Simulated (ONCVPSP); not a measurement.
Logarithmic derivatives: Al, ONCV

ONCVPSP 4.0.1 input, shortened (lines: element, Z, core and valence counts, functional; n l f; lmax; l rc ep ncon nbas qcut; lloc lpopt rc5 dvloc0; l nproj debl; icmod fcfact rcfact), PW91, scalar-relativistic:

```
  Al 13.00    3    2  -109134      upf
    1    0    2.00
    2    0    2.00
    2    1    6.00
    3    0    2.00
    3    1    1.00
    1
    0    2.25    0.00    4    8    3.60
    1    2.90    0.00    3    8    2.70
    4    5    2.20    0.00
    0    2    2.00
    1    2    1.10
    2    0.15    0.95
```

The phase is arctan(r·R′/R) of the radial function R(r), unwrapped; energies in Ha, scanned from -2 to 5 Ha. A pole is an energy at which the radial function vanishes at the test radius. The pseudo phase is shifted by a multiple of π to meet the all-electron one at the reference energy, and phase errors are pseudo minus all-electron; the curves can meet again beyond the range given. Levels narrower than the energy grid can be missing from the lists of poles.

Task: For each channel, where are the poles, and over which energies does the pseudopotential scatter like the atom?

Result:

| channel | radius (bohr) | reference energy (Ha) | poles, all-electron | poles, pseudo | unbroken range about the reference energy with phases within 0.05 rad | phase error 1 Ha above the reference energy (rad) |
| --- | --- | --- | --- | --- | --- | --- |
| s | 2.28 | -0.29 | 0.81 | 0.81, 4.58 | below 2.6 | -0.000 |
| p | 2.95 | -0.10 | 0.45, 3.00 | 0.45, 2.89 | below 3.5 | -0.000 |

Phases in the s channel:

```csv
E (Ha),all-electron,pseudo
-1.98,1.216,1.214
-1.80,1.181,1.180
-1.62,1.136,1.135
-1.44,1.074,1.073
-1.26,0.987,0.986
-1.08,0.853,0.852
-0.90,0.632,0.631
-0.72,0.253,0.252
-0.54,-0.289,-0.289
-0.36,-0.771,-0.771
-0.18,-1.070,-1.070
0.00,-1.247,-1.247
0.18,-1.360,-1.361
0.36,-1.440,-1.440
0.54,-1.500,-1.500
0.72,-1.549,-1.549
0.90,-1.592,-1.592
1.08,-1.632,-1.632
1.26,-1.672,-1.672
1.44,-1.715,-1.715
1.62,-1.764,-1.764
1.80,-1.825,-1.825
1.98,-1.908,-1.908
2.16,-2.032,-2.034
2.34,-2.243,-2.252
2.52,-2.642,-2.674
2.70,-3.287,-3.353
2.88,-3.840,-3.902
3.06,-4.141,-4.189
3.24,-4.303,-4.344
3.42,-4.402,-4.439
3.60,-4.468,-4.505
3.78,-4.515,-4.554
3.96,-4.551,-4.594
4.14,-4.580,-4.628
4.32,-4.604,-4.661
4.50,-4.624,-4.695
4.68,-4.642,-4.736
4.86,-4.657,-4.795
```
